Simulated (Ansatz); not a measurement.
Isomers of Au2Br (doublet), relaxed with PBE-D4/def2-TZVP; total energies from Ansatz at PBE0-D4/def2-TZVP.

```tsv
isomer	description	energy (Eh)
A	point group Cs; 1 × Au–Au 2.55 Å; 1 × Au–Br 2.38 Å	-2845.35467
B	point group C2v; 2 × Au–Br 2.46 Å	-2845.33552
```

In the def2 sets Au takes a core potential; there is no spin–orbit coupling.

The isomers come from a short search, and lower ones may exist.

Q: Work out the relative energies (1 Eh = 2625.5 kJ/mol) and the Boltzmann populations at 800 K from electronic energies alone (R = 8.314 J/mol/K).

A: ΔE: A 0.0, B 50.3 kJ/mol. RT = 6.65 kJ/mol. Factors exp(−ΔE/RT): A 1, B 0.000519; sum 1.001. Populations: A 99.9 %, B 0.1 %. Zero-point energy, vibrational entropy and symmetry numbers are left out and can shift these; an error of 4 kJ/mol changes a ratio by a factor of 1.8. Over the other density-functional and correlated levels in def2 sets, the gap between A and B ranges from 49 to 69 kJ/mol.
